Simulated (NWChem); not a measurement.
System: SiF2 cation, doublet

```xyz
3

F      1.3737     0.0000    -0.3455
Si     0.0000     0.0000     0.4442
F     -1.3737     0.0000    -0.3455
```
Atoms are numbered in this order, from 1.

Results from NWChem. Spin-unrestricted. In the optimisation the excess spin sits in a1 (C2v, its own frame). Structure relaxed at the PBE-D3(BJ)/def2-SVP, spin-unrestricted level. No stability test was run on the SCF state. Level M06-2X/def2-SVP: energy and gradient on several grids; changes count from the extra-fine grid, which is no exact limit either.

### Question
Which is the coarsest grid (fine; coarse; xfine; xcoarse; medium) from which on the energy stays within 500 μHa and each gradient component within 500 μHa/bohr of xfine?

### Answer
coarse.
```tsv
grid	size of the energy change (μHa)	largest change of a gradient component (μHa/bohr)
xcoarse	30000	2000
coarse	200	200
medium	30	300
fine	< 10	< 30
xfine	< 10	< 30
```
